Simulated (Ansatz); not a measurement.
Mulliken charges of `[BH2][GaH2]` from r2SCAN/def2-TZVPP in Ansatz (PBE0-D4/def2-TZVP geometry).

```json
{"atom": "B1", "x (Å)": "0.054", "y (Å)": "-1.109", "z (Å)": "0.024", "charge (e)": "0.014"}
{"atom": "Ga2", "x (Å)": "-0.035", "y (Å)": "0.953", "z (Å)": "-0.037", "charge (e)": "0.091"}
{"atom": "H3", "x (Å)": "-0.698", "y (Å)": "-1.760", "z (Å)": "0.693", "charge (e)": "0.020"}
{"atom": "H4", "x (Å)": "0.861", "y (Å)": "-1.732", "z (Å)": "-0.606", "charge (e)": "0.020"}
{"atom": "H5", "x (Å)": "-0.922", "y (Å)": "1.727", "z (Å)": "-1.084", "charge (e)": "-0.073"}
{"atom": "H6", "x (Å)": "0.781", "y (Å)": "1.856", "z (Å)": "0.964", "charge (e)": "-0.073"}
```

By hand: the dipole of these point charges (1 e Å = 4.8032 D).

Σ q r = (0.011, -0.260, 0.007) e Å, of length 0.260 e Å = 1.25 D.

How does the dipole of the full density compare? (Estimate.)

Computed: (0.004, -0.103, 0.002) e Å, 0.50 D; the point charges give 2.50 times that, at 0° from its direction.

Point charges leave out the atoms' own dipoles, such as those of lone pairs, and Mulliken's split depends on the basis, so the two needn't agree.
